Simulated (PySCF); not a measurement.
## s to d promotion along the 4d series

All values are computed (PySCF 2.14, energy differences of UHF-based or UKS calculations, no spin-orbit coupling). Basis: x2c-QZVPPall, spin-free X2C. Energy of d^(n+1) s¹ above d^n s² in eV (negative where d^(n+1) s¹ lies lower), between high-spin terms; measured values are centres of gravity of the terms (NIST).

```
element                         terms     UHF     LDA     PBE  r2SCAN    PBE0  MP2 (valence and next inner shell)  measured
     Zr   4d2 5s2 (3F) → 4d3 5s1 (5F)   0.017   0.060  -0.106  -0.410  -0.060                               0.412     0.588
     Mo   4d4 5s2 (5D) → 4d5 5s1 (7S)  -2.176  -1.940  -2.068  -2.382  -2.126                              -1.894       n/a
     Tc   4d5 5s2 (6S) → 4d6 5s1 (6D)   0.712  -0.066  -0.234  -0.142  -0.095                               0.438     0.406
     Ru   4d6 5s2 (5D) → 4d7 5s1 (5F)  -0.683  -1.165  -1.301  -1.318  -1.238                              -0.827    -0.867
     Rh   4d7 5s2 (4F) → 4d8 5s1 (4F)  -1.291  -1.955  -1.975  -1.933  -1.912                              -1.711       n/a
     Ag  4d9 5s2 (2D) → 4d10 5s1 (2S)  -3.681  -4.088  -4.044  -4.062  -4.066                              -4.195    -3.971
```

Q: Estimate the missing row, Nb.

A: The calculation gives UHF -0.718; LDA -0.773; PBE -0.877; r2SCAN -1.018; PBE0 -0.834; MP2 (valence and next inner shell) -0.491. The measured value is -0.184.

Q: Which way does each method err?

A: Mean (and mean absolute) errors over the 5 elements with all values: UHF -0.06 (0.38) eV; LDA -0.40 (0.40) eV; PBE -0.51 (0.51) eV; r2SCAN -0.58 (0.58) eV; PBE0 -0.45 (0.45) eV; MP2 (valence and next inner shell) -0.13 (0.16) eV. A negative mean favours the extra d electron, a positive one the s² configuration.
